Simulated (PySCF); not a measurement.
Point-charge models of potassium fluoride, `[K][F]` against its computed dipole.

Coordinates (PBE0-D3(BJ)/def2-TZVP, Å) and charges (e) from the PBE0/pcSseg-2 density (PySCF):

```json
{"atom": "F1", "x": "1.103", "y": "-0.029", "z": "0.000", "Mulliken": "-0.7748", "Hirshfeld": "-0.6531", "ESP-fitted": "-0.8043"}
{"atom": "K2", "x": "-1.085", "y": "0.000", "z": "-0.013", "Mulliken": "+0.7748", "Hirshfeld": "+0.6537", "ESP-fitted": "+0.8043"}
```

Compute μ = Σ q r for each scheme (1 e·Å = 4.803 D) and compare with the dipole of the full density.

The full density gives (-8.45, 0.11, -0.05) D, 8.45 D in size; dipole vectors point from the negative to the positive end.

```tsv
scheme	μx	μy	μz	size (D)	share of the full size (%)	angle to the full dipole (°)
Mulliken	-8.14	0.11	-0.05	8.14	96	0
Hirshfeld	-6.87	0.09	-0.04	6.87	81	0
ESP-fitted	-8.45	0.11	-0.05	8.45	100	0
```

Which set comes closest?

Length of the difference vector: ESP-fitted 0.01 D, Mulliken 0.30 D, Hirshfeld 1.58 D. Closest: ESP-fitted. 

What is left for the Hirshfeld atoms' own dipoles?

The Hirshfeld atoms' densities add up to the full density, so μ = Σ q r + Σ (atomic dipoles). The atomic dipoles sum to (-8.45, 0.11, -0.05) − (-6.87, 0.09, -0.04) = (-1.58, 0.02, -0.01) D, 1.58 D in size.

Give the size of the full dipole in other units.

8.45 D = 3.323 au = 1.759 e·Å = 28.18 × 10⁻³⁰ C·m.

Isolated species at its PBE0-D3(BJ)/def2-TZVP geometry, gas phase.
